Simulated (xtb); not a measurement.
B(Br)(Et)(OH) (C₂H₆BBrO), SMILES CCB(O)Br. All values are semi-empirical tight-binding results from xtb (GFN2-xTB unless named), good for trends rather than for accurate numbers. Geometry: GFN2-xTB. Other conformers were not sampled.

Optimised geometry:

```xyz
11

B      0.6378     0.5907    -0.0673
Br    -0.9225    -0.2061     0.7164
C      0.9901     0.2998    -1.5880
C      0.9516    -1.1864    -1.9682
H      1.9733     0.7081    -1.8305
H      0.2716     0.8288    -2.2238
H     -0.0288    -1.6132    -1.7650
H      1.6923    -1.7461    -1.4001
H      1.1658    -1.3130    -3.0266
O      1.3987     1.3914     0.6591
H      1.1822     1.5829     1.5742
```
Charge 0, spin multiplicity 1.

| Quantity | Value |
|---|---|
| orbital gap | 5.13 eV |
| zero-point energy | 52.5 kcal/mol |
| G − E(el) at 298.15 K (modified RRHO) | 32.6 kcal/mol |
| static polarisability (D4 model) | 62.8 bohr³ |
| solvation energy, GFN2-xTB/ALPB(water) | -4.7 kcal/mol |
| solvation energy, GFN2-xTB/ALPB(ether) | -8.2 kcal/mol |

**Question.** Give the atomic charges and the Wiberg bond orders between heavy atoms. (Estimate from the structure and the level; the computed values follow.)

**Answer.** charges (e) B1 0.42, Br2 -0.27, C3 -0.14, C4 -0.10, H5 0.04, H6 0.05, H7 0.04, H8 0.03, H9 0.04, O10 -0.43, H11 0.32. Bond orders B1–Br2 0.97, B1–C3 1.01, C3–C4 1.01, B1–O10 1.31.
